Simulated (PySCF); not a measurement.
## Frontier levels across methods

Compound: C₃H₆ClNSi.
Atom-mapped SMILES: `[CH2:1]=[CH:2][Si@@H:3]([Cl:4])[N:5]=[CH2:6]` (hydrogens: H7, H8 on C1; H9 on C2; H10 on Si3; H11, H12 on C6)

Cartesian coordinates in Å at the PBE0-D3(BJ)/def2-SVP level; atoms count from 1:
```
atom  x, y, z in Å
C1     0.2505   -2.0125    1.0509
C2    -0.1764   -3.2646    0.8494
Si3   -1.7255   -3.6422   -0.0946
Cl4   -2.9208   -4.9080    1.0600
N5    -2.5397   -2.1409   -0.4352
C6    -3.7243   -1.8343   -0.1273
H7    -0.3018   -1.1528    0.6564
H8     1.1646   -1.7958    1.6147
H9     0.4035   -4.1000    1.2619
H10   -1.4831   -4.3442   -1.3817
H11   -4.1314   -0.8418   -0.3945
H12   -4.4173   -2.5105    0.4151
```

Basis pcSseg-1 throughout (PySCF), one geometry. Geometry: PBE0-D3(BJ)/def2-SVP, one conformer, isolated molecule.

Q: How do the orbital energies, the gap and the dipole change with the method?

A: 
```csv
method,kind,HOMO (eV),LUMO (eV),gap (eV),μ (D),SCF cycles
BLYP,GGA,-5.94,-2.14,3.80,1.28,14
OPBE,GGA,-6.06,-2.22,3.84,1.38,15
PBE,GGA,-6.07,-2.31,3.76,1.32,15
B97-D,GGA,-6.08,-2.19,3.90,1.35,15
LDA,LDA,-6.18,-2.56,3.62,1.32,14
BP86,GGA,-6.19,-2.40,3.79,1.35,15
KT2,GGA,-6.21,-2.24,3.97,1.36,15
KT3,GGA,-6.21,-2.21,4.00,1.34,15
B3LYP,global hybrid,-7.23,-1.41,5.82,1.35,13
HF,Hartree–Fock,-10.52,2.97,13.50,1.60,11
```

The HOMO spans 4.59 eV, from BLYP down to HF, and the gap runs from 3.62 eV (LDA) to 13.50 eV (HF). Over the methods BLYP (0 %), OPBE (0 %), PBE (0 %), B97-D (0 %), LDA (0 %), BP86 (0 %), KT2 (0 %), KT3 (0 %), B3LYP (20 %), HF (100 %), a straight line through the gap against the share of exact exchange rises by 0.97 eV for each 10 % (correlation coefficient 0.999). The dipole ranges from 1.28 D (BLYP) to 1.60 D (HF). This basis has no diffuse functions.
